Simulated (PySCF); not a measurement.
Dy: ionisation energy

Dy [Xe] 4f10 6s2 [4f5/2^6 4f7/2^4, M_J = 8] → Dy⁺ [Xe] 4f10 6s1 [4f5/2^6 4f7/2^4 6s1/2^1, M_J = 17/2], as a difference of total energies. Computed with PySCF 2.14 in x2c-SVPall-2c (7s10p9d3f1g, 112 functions), with the two-component X2C-1e Hamiltonian. Correlated levels: [Ar] 3d10 frozen; the 16 highest virtual spinors dropped. "Screened" scales the spin-orbit matrix elements by Boettger's factors to mimic the two-electron term; Breit and QED terms are absent.

```json
{"method": "GHF (spin-free)", "ionisation energy (eV)": "4.833"}
{"method": "GMP2 (spin-free)", "ionisation energy (eV)": "5.688"}
{"method": "GHF (screened spin-orbit)", "ionisation energy (eV)": "4.835"}
{"method": "GMP2 (screened spin-orbit)", "ionisation energy (eV)": "5.691"}
```

**Question.** How much does correlation contribute at GMP2 (screened spin-orbit)?

**Answer.** 5.691 − (4.835) = 0.856 eV, measured against GHF (screened spin-orbit).

The spin-free rows relax to the high-spin LS determinant and lack the spin-orbit shift.

Errors of the correlated levels include the incompleteness of this basis and the frozen core.

The labels give the starting determinants; with spin-orbit coupling the two ends relaxed to ⟨J²⟩ = 72.01, ⟨L²⟩ = 42.75, ⟨S²⟩ = 5.90 and ⟨J²⟩ = 80.76, ⟨L²⟩ = 42.73, ⟨S²⟩ = 8.60.

MP2 underrates the near-degeneracy of ns² with np² in the lower species.

For comparison: 5.939 eV (measured; NIST Atomic Spectra Database, ionization energies).
